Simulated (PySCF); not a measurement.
TlF: a composite coupled-cluster calculation

State: ¹Σ⁺, singlet, closed shell. De refers to Tl + F. RHF-based CCSD(T) in PySCF 2.14 with Tl cc-pwCVDZ-PP with ECP60, F aug-cc-pVDZ and Tl cc-pwCVTZ-PP with ECP60, F aug-cc-pVTZ (frozen core orbitals: 5; scalar-relativistic core potentials). Correlation energies are extrapolated as n⁻³ (n = 2, 3), Hartree–Fock as (n+1)·exp(−9√n). CV is the change on freezing 4 orbitals instead, in Tl cc-pwCVTZ-PP with ECP60, F cc-pwCVTZ.

```
         Level  Re (Å)  ωe (cm⁻¹)  ωexe (cm⁻¹)  αe (cm⁻¹)  De (eV)
    CCSD(T)/DZ  2.1180      462.8         2.22    0.00146    5.080
    CCSD(T)/TZ  2.0984      467.6         2.22    0.00150    5.174
        HF/CBS  2.0850      474.5         2.41    0.00158    3.220
       MP2/CBS  2.0960      466.7         2.18    0.00150    5.563
      CCSD/CBS  2.0889      473.2         2.26    0.00152    5.027
   CCSD(T)/CBS  2.0939      469.7         2.21    0.00151    5.232
CCSD(T)/CBS+CV  2.0935      469.8         2.21    0.00151    5.240
```

Task: How much is left between CCSD(T)/TZ and the basis-set limit, and how much do the triples give at the limit?

Result: CCSD(T)/CBS less CCSD(T)/TZ: -4.5 mÅ in Re, +2.1 cm⁻¹ in ωe and +0.058 eV in De. CCSD(T)/CBS less CCSD/CBS: +5.0 mÅ in Re, -3.5 cm⁻¹ in ωe and +0.205 eV in De.

Task: What do the later terms add?

Result: CV: -0.4 mÅ in Re, +0.1 cm⁻¹ in ωe and +0.008 eV in De, each against the row above.

Measured (Huber and Herzberg, Constants of Diatomic Molecules (1979)): Re = 2.084438 Å, ωe = 477.3 cm⁻¹, ωexe = 2.3 cm⁻¹. The last row is off by 9.0 mÅ and -7.5 cm⁻¹.

The T1 diagnostic is 0.020. The open-shell atoms are computed with UHF. Spin–orbit coupling, excitations beyond (T) and corrections to the Born–Oppenheimer picture are left out, and spin–orbit coupling matters for open p, d or f shells this heavy.

The whole job (state search and all basis sets along the bond) took about 12 min on 4 threads of Arm Neoverse V2 (shared host), peak memory 4.8 GiB.
